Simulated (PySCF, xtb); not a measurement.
C2H9NOSi2, SMILES N(=C/[SiH2]O)/[SiH2]C. The values are those of a single conformer.

Harmonic wavenumbers (cm⁻¹) from GFN2-xTB run with xtb at its own minimum, in rising order: 33, 45, 109, 134, 154, 172, 247, 319, 424, 482, 497, 593, 596, 620, 692, 728, 745, 761, 776, 797, 808, 816, 835, 875, 920, 1329, 1369, 1493, 1494, 1745, 2048, 2246, 2263, 2332, 2854, 3037, 3048, 3052, 3623.

### Question
What does B3LYP-D3(BJ)/def2-SVP (PySCF 2.14.0) give at its own minimum? (An estimate is asked for; the answer gives what the named calculation found.)

### Answer
53, 76, 152, 162, 177, 224, 322, 344, 457, 532, 539, 610, 659, 703, 715, 735, 774, 834, 877, 881, 895, 915, 947, 960, 1017, 1265, 1363, 1430, 1444, 1728, 2109, 2198, 2242, 2250, 2908, 3034, 3129, 3137, 3833. Paired by order, the mean absolute difference is 57 cm⁻¹ and the zero-point energies are 64.5 and 66.7 kcal/mol.
